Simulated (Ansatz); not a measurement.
A CCSD(T) single point on C₃H₈BClO (`CCOB(C)Cl`).

```yaml
crystal:
  periodic: [false, false, false]
  atoms:
    - {symbol: C, position_ang: [-0.990628, -0.447580, -1.866452]}
    - {symbol: C, position_ang: [-0.542968, 0.774824, -1.103567]}
    - {symbol: O, position_ang: [-0.391846, 0.478744, 0.280145]}
    - {symbol: B, position_ang: [0.738024, 0.074304, 0.875356]}
    - {symbol: C, position_ang: [0.768200, -0.245252, 2.400784]}
    - {symbol: Cl, position_ang: [2.243636, -0.106869, -0.075539]}
    - {symbol: H, position_ang: [-1.917407, -0.845830, -1.448941]}
    - {symbol: H, position_ang: [-1.166446, -0.190902, -2.913715]}
    - {symbol: H, position_ang: [-0.227328, -1.227510, -1.829698]}
    - {symbol: H, position_ang: [-1.294038, 1.565591, -1.159990]}
    - {symbol: H, position_ang: [0.396682, 1.162605, -1.504571]}
    - {symbol: H, position_ang: [1.510411, 0.377746, 2.908591]}
    - {symbol: H, position_ang: [1.078023, -1.281116, 2.568146]}
    - {symbol: H, position_ang: [-0.204317, -0.088755, 2.869442]}
basis:
  gaussian: {orbitals: def2-TZVPP}
correlation: {method: ccsd_t}
```

```sh
$ ansatz run in.yaml --threads 2 --pin off --events-out ev --progress --plain --max-ram 32768MiB --backend cuda --devices 0, --max-vram 18GiB
```

Output of Ansatz, abridged:

```
Functional definition: HF
1825 factors; integrals over basis functions are off by at most 1.0e-3 eV
mean field evaluation 1: about -18431.6575 eV, gradient 4.2e1 eV
mean field evaluation 2: about -18431.9276 eV, gradient 4.2e1 eV
mean field evaluation 4: about -18436.0850 eV, gradient 5.2e0 eV
mean field evaluation 8: about -18436.1605 eV, gradient 2.7e-1 eV
mean field evaluation 16: about -18436.1610 eV, gradient 2.2e-6 eV
mean field -18436.16103756 eV, -677.5164216515 hartree, gradient 2.2e-6 eV, S^2 0.000000; 0 other end points of the search recorded, 0 dependent functions left out
10 core orbitals not correlated: weight in the atoms' cores, before any rotation towards them, 1.000 or more for the frozen orbitals, at most 0.000 for the correlated occupied ones
reference -18436.16103756 eV, -677.5164216515 hartree; 18, 18 occupied and 281, 281 virtual orbitals, 1825 factors
second order -28.52620357 eV of doubles, -0.00000000 eV of singles
cycle   1  -29.30252987 eV  change   -7.8e-1 eV  update   1.1e-1
cycle   2  -29.94571113 eV  change   -6.4e-1 eV  update   3.1e-2
cycle   3  -30.09083648 eV  change   -1.5e-1 eV  update   1.7e-2
cycle   4  -30.08091058 eV  change    9.9e-3 eV  update   4.2e-3
cycle   5  -30.07928257 eV  change    1.6e-3 eV  update   2.1e-3
cycle   6  -30.07992408 eV  change   -6.4e-4 eV  update   6.4e-4
cycle   7  -30.07959927 eV  change    3.2e-4 eV  update   2.3e-4
cycle   8  -30.07960182 eV  change   -2.6e-6 eV  update   6.4e-5
cycle   9  -30.07962490 eV  change   -2.3e-5 eV  update   2.2e-5
perturbative correction -1.20278223 eV, -0.0442014317 hartree
Total energy: -18467.44344469 eV, -678.6660289098 hartree
```

It took 7 s on 2 threads of an AMD EPYC 7R13 on a shared host and a share of an NVIDIA H100 80 GB, with 0.85 GiB of host memory at the peak.

The correlation energy is -31.282 eV, 3.8 % of it from (T); the T1 diagnostic reads 0.0114.
